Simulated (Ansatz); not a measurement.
Relaxed structures of CH₄SeSi, closed shell (PBE0-D4/def2-TZVP; forces vanish, vibrations not checked; lower isomers may exist, and structures with a doubtful reference or unclear bonds are left out; Å). Computed with Ansatz 0.2.0 (basis: def2-TZVPP); correlated methods freeze the cores. Filled d shells of the heavier atoms are correlated. The def2 sets are not built for correlating such inner shells, so the correlated values are less sure here.

(1) Rank them by CCSD(T) energy, lowest first, and give each one's height above the lowest. Links in brackets join atoms within 1.22 times the sum of their covalent radii (1.1 for two metals). (Judge from chemistry; the value comes from the calculation.)
A.
CH₄SeSi ([CH2]1[Si][SeH2]1)
```
7
angstrom
C -0.6836 -0.3464 -0.4746
Si -0.5710 1.2242 -1.5488
Se 0.7935 0.7763 0.2660
H -0.2334 -1.3066 -0.7515
H -1.4087 -0.4780 0.3367
H 0.3758 0.5509 1.7350
H 1.7512 -0.4187 0.4616
```
B.
CH₄SeSi ([CH2]1[SiH2][Se]1)
```
7
angstrom
C -0.6963 -0.5142 -0.3605
Si 0.6901 0.3672 0.4658
Se -0.3388 1.2347 -1.3060
H -0.4937 -1.3686 -0.9976
H -1.6786 -0.5333 0.0995
H 0.4545 0.9740 1.7939
H 2.0627 -0.1598 0.3049
```
C.
CH₄SeSi ([SiH3][CH][Se])
```
7
angstrom
C -0.1812 -0.2032 -0.5735
Si 0.9634 0.2676 0.8293
Se -1.3557 0.8860 -1.2880
H -0.1205 -1.2152 -0.9781
H 0.7242 -0.6554 1.9728
H 0.7166 1.6714 1.2280
H 2.3712 0.0865 0.3804
```

The T1 diagnostic stays at or below 0.018. The restricted Hartree–Fock reference is unstable towards an unrestricted one at one or more of these structures.

Results:

(1) Computed: B (0.00 kcal/mol), C (24.41 kcal/mol), A (114.36 kcal/mol). Heights count from the lowest.

For scale, one of the runs: CCSD(T)/def2-TZVPP, 177 basis functions, launched by `ansatz run in.yaml --threads 2 --pin off --events-out ev --progress --plain --max-ram 4352MiB`. Hardware: 2 CPU threads of an Intel Xeon Platinum 8259CL, shared host. Wall time 48 s; peak host memory 1.6 GiB.
